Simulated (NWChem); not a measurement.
System meant: C₃H₈O₂; SMILES COCOC

The following NWChem deck was run.

```
start job
memory heap 200 mb stack 900 mb global 1100 mb
geometry units angstroms noautosym nocenter noautoz
  C      0.657972    -1.899696     0.145995
  O     -0.540817    -1.290137    -0.313217
  C     -0.720749     0.003809     0.144431
  O      0.260425     0.855207    -0.409964
  C      0.182343     2.171625     0.091487
  H      0.708740    -1.893368     1.246396
  H      1.544588    -1.395267    -0.253589
  H      0.636056    -2.934180    -0.204556
  H     -1.727762     0.310531    -0.176785
  H     -0.662026     0.050861     1.252043
  H      0.978998     2.746313    -0.387016
  H     -0.785490     2.644274    -0.143166
  H      0.325332     2.204607     1.184397
end
basis spherical
  C library 6-31g*
  O library 6-31g*
  H library 6-31g*
end
dft
  xc m06-2x
  iterations 150
end
property
  shielding
end
task dft property
```

End of the output:

```
 Vector   24  Occ=0.000000D+00  E= 1.870174D-01
              MO Center=  4.2D-01, -2.4D-01,  1.5D-01, r^2= 6.9D+00
   Bfn.  Coefficient  Atom+Function         Bfn.  Coefficient  Atom+Function
  ----- ------------  ---------------      ----- ------------  ---------------
     6      1.543165   1 C  s                74     -1.080425   7 H  s
    62     -0.870317   5 C  s                76     -0.802934   8 H  s
    48      0.766411   4 O  s                34     -0.717518   3 C  s
    86      0.639783  13 H  s                80      0.557113  10 H  s
    64      0.477370   5 C  py               36     -0.452319   3 C  py

 center of mass
 --------------
 x =  -0.05028294 y =  -0.04722233 z =  -0.11049349

 moments of inertia (a.u.)
 ------------------
         648.300770652539           0.890628752139          -3.370442387952
           0.890628752139         126.678083337906           1.507637940088
          -3.370442387952           1.507637940088         707.318769433952

     Multipole analysis of the density
     ---------------------------------

     L   x y z        total         alpha         beta         nuclear
     -   - - -        -----         -----         ----         -------
     0   0 0 0     -0.000000    -21.000000    -21.000000     42.000000

     1   1 0 0      0.109477      0.534071      0.534071     -0.958666
     1   0 1 0      0.380804      0.276612      0.276612     -0.172420
     1   0 0 1      0.627805      1.236321      1.236321     -1.844837

     2   2 0 0    -22.968725    -42.184283    -42.184283     61.399842
     2   1 1 0     -1.910294      3.296936      3.296936     -8.504165
     2   1 0 1     -0.149334     -0.985125     -0.985125      1.820917
     2   0 2 0    -20.290686   -193.609308   -193.609308    366.927930
     2   0 1 1     -0.273662      0.342040      0.342040     -0.957742
     2   0 0 2    -24.209703    -25.075428    -25.075428     25.941152

          -----------------------------------------
          Chemical Shielding Tensors (GIAO, in ppm)
          -----------------------------------------

 ------------------------------------------------------------------------
  xm06: d2 not coded                    0
 ------------------------------------------------------------------------
 ------------------------------------------------------------------------
  current input line :
    30: task dft property
 ------------------------------------------------------------------------
 ------------------------------------------------------------------------
 This error has not yet been assigned to a category
 ------------------------------------------------------------------------
 For more information see the NWChem manual at https://nwchemgit.github.io

0: xm06: d2 not coded:Received an Error in Communication
```

Task: Find the fault in this run and fix the input.

Result: The run crashed. Cause: this functional's second derivatives, which shieldings need, aren't coded here; the fix takes a hybrid GGA instead. This input runs:
```
start job
memory heap 200 mb stack 900 mb global 1100 mb
geometry units angstroms noautosym nocenter noautoz
  C      0.657972    -1.899696     0.145995
  O     -0.540817    -1.290137    -0.313217
  C     -0.720749     0.003809     0.144431
  O      0.260425     0.855207    -0.409964
  C      0.182343     2.171625     0.091487
  H      0.708740    -1.893368     1.246396
  H      1.544588    -1.395267    -0.253589
  H      0.636056    -2.934180    -0.204556
  H     -1.727762     0.310531    -0.176785
  H     -0.662026     0.050861     1.252043
  H      0.978998     2.746313    -0.387016
  H     -0.785490     2.644274    -0.143166
  H      0.325332     2.204607     1.184397
end
basis spherical
  C library 6-31g*
  O library 6-31g*
  H library 6-31g*
end
dft
  xc pbe0
  iterations 150
end
property
  shielding
end
task dft property
```
It converges to -269.23305 Ha (PBE0/6-31G* (spherical d), GIAO).
